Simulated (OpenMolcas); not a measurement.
# Lines of Ag VII: computed and rescaled rates

```json
{
 "Program": "OpenMolcas 26.06",
 "Method": "MS-CASPT2, IPEA 0.25 Eh, imaginary shift 0.1 Eh (closed shells correlated: 4s 4p)",
 "Basis": "ANO-RCC-VQZP [8s7p5d3f2g1h]",
 "Scalar Hamiltonian": "DKH2, point nucleus",
 "Active space": "5 electrons in 5 orbitals (4d)",
 "State averaging": "2S+1 = 6 even, 1 root; 2S+1 = 4 even, 24 roots; 2S+1 = 2 even, 75 roots",
 "Spin-orbit coupling": "state interaction with AMFI integrals over the reference wave functions, term energies averaged over their components"
}
```

Rates come from the transition moments of the reference wave functions (E1 and E2 in the length form). At fixed line strength A goes as λ^-3 for E1 and M1 and as λ^-5 for E2, so a rate at the computed wavelength can be rescaled to the measured one. Measured vacuum wavelengths follow from level energies in the list in Gamrath, thesis, University of Mons (2023). Branching counts decays inside the model space alone, at computed energies, and the table is only a selection of the E2 and M1 lines, drawn from those between levels with measured partners whose computed energy lies within a factor of 1.5 of the measured one.

```
            Upper              Lower  Type  λ computed (nm)  λ measured (nm)  A computed (s-1)  A rescaled (s-1)  Branching %
4d5 4P 3/2 [55 %]         4d5 6S 5/2    M1            286.8            303.1          1.49e+01                           98.9
4d5 4D 5/2 [56 %]         4d5 6S 5/2    M1            244.1            254.5          1.39e+01                           88.7
      4d5 2H 11/2        4d5 4G 11/2    M1            352.7            366.3          1.13e+01                           41.1
    4d5 2G 7/2(2)        4d5 2I 11/2    E2            268.4            280.2          7.80e+00          6.29e+00         25.3
      4d5 2H 11/2        4d5 2I 11/2    M1            714.7            716.8          7.41e+00                           27.1
      4d5 2H 11/2         4d5 4G 9/2    M1            355.2            369.6          5.01e+00                           18.3
       4d5 4F 5/2         4d5 4G 7/2    M1              462            483.8          3.47e+00                           45.5
    4d5 2F 7/2(2)  4d5 4F 9/2 [65 %]    M1            946.8            935.6          2.71e+00                           36.4
4d5 4F 3/2 [55 %]  4d5 4D 1/2 [69 %]    M1            626.7            661.8          2.67e+00                           20.7
4d5 4F 9/2 [65 %]        4d5 4G 11/2    M1            509.7            542.2          2.61e+00                           43.5
       4d5 4F 5/2  4d5 4D 5/2 [56 %]    M1            788.3            851.1          2.45e+00                           32.2
4d5 4F 9/2 [65 %]         4d5 4D 7/2    M1            734.9            792.5          1.90e+00                           31.8
4d5 4D 1/2 [69 %]  4d5 4P 1/2 [68 %]    M1             2553             2451          1.84e+00                           71.4
    4d5 2F 7/2(2)         4d5 4F 5/2    M1             1137             1144          1.75e+00                           23.5
      4d5 2I 11/2        4d5 4G 11/2    M1            696.4            749.1          1.58e+00                           77.1
    4d5 2G 7/2(1)         4d5 4G 9/2    M1            380.5            402.2          1.52e+00                           28.1
       4d5 4G 5/2         4d5 6S 5/2    M1            320.8            340.3          1.41e+00                           99.9
4d5 4D 1/2 [69 %]  4d5 4P 3/2 [55 %]    M1             1842             1757          7.30e-01                           28.3
      4d5 2I 11/2         4d5 4G 9/2    M1            706.1            763.1          4.68e-01                           22.9
       4d5 4D 7/2         4d5 4G 7/2    M1             1596             1637          3.31e-01                           19.7
4d5 4P 1/2 [68 %]  4d5 4P 3/2 [55 %]    M1             6610             6207          1.89e-01          2.28e-01         99.8
      4d5 2I 13/2        4d5 4G 11/2    M1            635.1            671.9          9.32e-02                           75.5
      4d5 2I 13/2        4d5 2I 11/2    M1             7214             6515          2.99e-02          4.06e-02         24.2
       4d5 4G 7/2         4d5 4G 5/2    M1            12000            10120          2.24e-02          3.73e-02         80.9
       4d5 4G 9/2         4d5 4G 7/2    M1            22170            18900          4.03e-03          6.50e-03         93.7
```

Spin-changing lines and M1 lines between different terms are not rescaled, since their strength hangs on the term gaps too.

The largest correction is for 4d5 4G 7/2 → 4d5 4G 5/2 (M1): 2.24e-02 × (12000 / 10120)^3 = 3.73e-02 s-1, a factor of 1.67.

These are rates of the free ion; in crystals, glasses and complexes forced electric-dipole and non-radiative decay shorten such lifetimes by orders of magnitude. No measured rate stands beside these. Rescaling mends the energy factor alone: line strengths can still be far off where a level mixes with configurations outside the active space, and weak or spin-changing lines hang on small mixing coefficients that depend on the term gaps too, so rescaling need not improve them.

CASPT2 breaks the degeneracy within a term, and the mean is taken; among the terms shown or strongly mixed into the levels shown the widest spread is 460 cm-1 (4d5 4F). Blocks of more than 70 roots (2S+1 = 2 even) ran without multistate coupling. Measured partners are found by configuration, term and J. A level has none where our copy of the source lacks it or the pairing is in doubt (some pairs that miss far off the trend of their configuration count as doubtful). Levels of configurations outside the active space are missing.

A share in square brackets marks a mixed level and gives the weight of the term that names it. A number in round brackets counts repeated terms of one configuration in the order of the reference energies.
